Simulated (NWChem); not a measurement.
System: GeH₃SeF; SMILES F[Se][GeH3]

NWChem printed, in part:

```
             Northwest Computational Chemistry Package (NWChem) 7.3.0
             --------------------------------------------------------

 CS  symmetry detected

                             Geometry "geometry" -> ""
                             -------------------------

 Output coordinates in angstroms (scale by  1.889725989 to convert to a.u.)

  No.       Tag          Charge          X              Y              Z
 ---- ---------------- ---------- -------------- -------------- --------------
    1 Se                  34.0000    -0.40375062    -1.00532634     0.00000000
    2 F                    9.0000     1.31978035    -1.46423808     0.00000000
    3 Ge                  32.0000     0.04731703     1.31355520     0.00000000
    4 H                    1.0000     0.83906742     1.67638327    -1.26448053
    5 H                    1.0000    -1.34278200     1.97270553     0.00000000
    6 H                    1.0000     0.83906742     1.67638327     1.26448053

 Effective nuclear repulsion energy (a.u.)     438.9129947622

      Symmetry information
      --------------------

 Group name             Cs
 Group number              2
 Group order               2
 No. of unique centers     5

                                 NWChem DFT Module
                                 -----------------

 Summary of "ao basis" -> "ao basis" (spherical)
 ------------------------------------------------------------------------------
       Tag                 Description            Shells   Functions and Types
 ---------------- ------------------------------  ------  ---------------------
 Se                         def2-svp                12       32   5s4p3d
 F                          def2-svp                 6       14   3s2p1d
 Ge                         def2-svp                12       32   5s4p3d
 H                          def2-svp                 3        5   2s1p

      Symmetry analysis of basis
      --------------------------

        a'         63
        a"         30

            General Information
            -------------------
          SCF calculation type: DFT
          Wavefunction type:  closed shell.
          No. of atoms     :     6
          No. of electrons :    78
           Alpha electrons :    39
            Beta electrons :    39
          Charge           :     0
          Spin multiplicity:     1
          Use of symmetry is: on ; symmetry adaption is: on
          Maximum number of iterations: 150
          AO basis - number of functions:    93
                     number of shells:    39
          Convergence on energy requested:  1.00D-06
          Convergence on density requested:  1.00D-05
          Convergence on gradient requested:  5.00D-04

              XC Information
              --------------
                  TPSS metaGGA Exchange Functional  1.000
             TPSS03 metaGGA Correlation Functional  1.000

             Grid Information
             ----------------
          Grid used for XC integration:  medium
          Radial quadrature: Mura-Knowles
          Angular quadrature: Lebedev.
          Tag              B.-S. Rad. Rad. Pts. Rad. Cut. Ang. Pts.
          ---              ---------- --------- --------- ---------
          Se                  1.15      112          10.0       590
          F                   0.50       49          11.0       434
          Ge                  1.25      112           8.0       590
          H                   0.35       45          10.0       434
          Grid pruning is: on
          Number of quadrature shells:   363
          Spatial weights used:  Erf1

      Superposition of Atomic Density Guess
      -------------------------------------

 Sum of atomic energies:       -4575.34562400

      Non-variational initial energy
      ------------------------------

 Total energy =   -4575.784159
 1-e energy   =   -7254.949997
 2-e energy   =    2240.252844
 HOMO         =      -0.251394
 LUMO         =      -0.077201

      Symmetry analysis of molecular orbitals - initial
      -------------------------------------------------

  Numbering of irreducible representations:

     1 a'          2 a"

  Orbital symmetries:

     1 a'          2 a'          3 a'          4 a'          5 a'
     6 a"          7 a'          8 a'          9 a"         10 a'
    11 a'         12 a'         13 a'         14 a'         15 a'
    16 a"         17 a'         18 a"         19 a'         20 a'
    21 a'         22 a"         23 a'         24 a"         25 a'
    26 a"         27 a'         28 a'         29 a"         30 a'
    31 a'         32 a'         33 a'         34 a"         35 a'
    36 a"         37 a'         38 a'         39 a"         40 a'
    41 a'         42 a'         43 a"         44 a'         45 a'
    46 a'         47 a"         48 a'         49 a"

     ---------------------------------------------
      Total Density - Mulliken Population Analysis
     ---------------------------------------------

    Atom       Charge   Shell Charges
 -----------   ------   -------------------------------------------------------
    1 Se  34    33.70   2.00  2.00  2.00  1.35  0.54  6.00  5.98  1.65  2.11  8.21  1.75  0.11
    2 F    9     9.58   1.99  1.14  0.81  3.45  2.18  0.00
    3 Ge  32    31.53   2.00  2.00  2.00  1.06  0.25  6.00  5.98  1.16  1.00  8.13  1.81  0.14
    4 H    1     1.07   0.68  0.38  0.01
    5 H    1     1.05   0.66  0.38  0.01
    6 H    1     1.07   0.68  0.38  0.01

   convergence    iter        energy       DeltaE   RMS-Dens  Diis-err
 ---------------- ----- ----------------- --------- --------- ---------
 d= 0,ls=0.0,diis     1  -4579.4022423927 -5.02D+03  1.69D-02  5.69D-01
 d= 0,ls=0.0,diis     2  -4579.2261357839  1.76D-01  1.09D-02  2.37D+00
 d= 0,ls=0.0,diis     3  -4579.4656009407 -2.39D-01  2.18D-03  1.22D-01
 d= 0,ls=0.0,diis     4  -4579.4750684368 -9.47D-03  9.92D-04  4.01D-03
 d= 0,ls=0.0,diis     5  -4579.4753763623 -3.08D-04  4.64D-04  1.23D-03
  Resetting Diis
 d= 0,ls=0.0,diis     6  -4579.4755818657 -2.06D-04  5.20D-05  6.24D-05
 d= 0,ls=0.0,diis     7  -4579.4755864951 -4.63D-06  2.32D-05  1.38D-06
 d= 0,ls=0.0,diis     8  -4579.4755862067  2.88D-07  1.52D-05  4.14D-06
 d= 0,ls=0.0,diis     9  -4579.4755866308 -4.24D-07  3.58D-06  3.35D-07

         Total DFT energy =    -4579.475586630774
      One electron energy =    -7253.145450982198
           Coulomb energy =     2412.427061616585
    Exchange-Corr. energy =     -177.670192027393
 Nuclear repulsion energy =      438.912994762231

 Numeric. integr. density =       78.000013771501

                  Occupations of the irreducible representations
                  ----------------------------------------------

                     irrep           alpha         beta
                     --------     --------     --------
                     a'               28.0         28.0
                     a"               11.0         11.0

                       DFT Final Molecular Orbital Analysis
                       ------------------------------------

 Vector   37  Occ=2.000000D+00  E=-3.319604D-01  Symmetry=a"
              MO Center=  6.6D-01,  1.1D+00, -1.0D-13, r^2= 3.2D+00
   Bfn.  Coefficient  Atom+Function         Bfn.  Coefficient  Atom+Function
  ----- ------------  ---------------      ----- ------------  ---------------
    60      0.321824  3 Ge pz                79     -0.306232  4 H  s
    89      0.306232  6 H  s                 38      0.259923  2 F  pz
    57     -0.189407  3 Ge pz                41     -0.182016  2 F  pz
    63      0.179891  3 Ge pz                80     -0.149709  4 H  s
    90      0.149709  6 H  s                 67      0.064760  3 Ge d  1

 Vector   38  Occ=2.000000D+00  E=-2.743500D-01  Symmetry=a'
              MO Center=  8.9D-02, -5.6D-01, -6.7D-13, r^2= 3.3D+00
   Bfn.  Coefficient  Atom+Function         Bfn.  Coefficient  Atom+Function
  ----- ------------  ---------------      ----- ------------  ---------------
    37      0.359651  2 F  py                13      0.341087  1 Se py
    16      0.295801  1 Se py                59     -0.281087  3 Ge py
    40     -0.263828  2 F  py                10     -0.208389  1 Se py
     4     -0.163405  1 Se s                 15      0.163656  1 Se px
    56      0.153169  3 Ge py                12      0.144229  1 Se px

 Vector   39  Occ=2.000000D+00  E=-2.080746D-01  Symmetry=a"
              MO Center= -1.6D-01, -8.8D-01, -1.4D-17, r^2= 2.4D+00
   Bfn.  Coefficient  Atom+Function         Bfn.  Coefficient  Atom+Function
  ----- ------------  ---------------      ----- ------------  ---------------
    17      0.552571  1 Se pz                14      0.496504  1 Se pz
    11     -0.307354  1 Se pz                38      0.284752  2 F  pz
    41     -0.219406  2 F  pz                80      0.113300  4 H  s
    90     -0.113300  6 H  s                  8      0.099612  1 Se pz
    79      0.087967  4 H  s                 89     -0.087967  6 H  s

 Vector   40  Occ=0.000000D+00  E=-1.038922D-01  Symmetry=a'
              MO Center= -1.5D-01, -8.7D-01,  5.3D-14, r^2= 2.7D+00
   Bfn.  Coefficient  Atom+Function         Bfn.  Coefficient  Atom+Function
  ----- ------------  ---------------      ----- ------------  ---------------
    15      0.589559  1 Se px                12      0.395083  1 Se px
    36     -0.345268  2 F  px                16     -0.309362  1 Se py
    39      0.298668  2 F  px                35     -0.284722  2 F  s
     9     -0.241165  1 Se px                 4      0.205585  1 Se s
    13     -0.184770  1 Se py                85      0.168695  5 H  s

[...]
```

Level: TPSS/def2-SVP. Coordinates come from a PBE0/def2-SVP optimisation.

Question: Which NWChem input produces such a log?

Answer: One answer among several that fit: the input that was run:
```
start job
memory heap 200 mb stack 900 mb global 1100 mb
geometry units angstroms noautoz
  Se    -0.267167     0.977396    -0.452434
  F      1.056865     1.496391     0.624015
  Ge     0.124587    -1.324040    -0.091055
  H     -0.056001    -1.640817     1.400396
  H     -0.939489    -2.031413    -0.947925
  H      1.544191    -1.676935    -0.557599
end
basis spherical
  * library def2-svp
end
dft
  xc xtpss03 ctpss03
  iterations 150
  mulliken
end
task dft energy
```
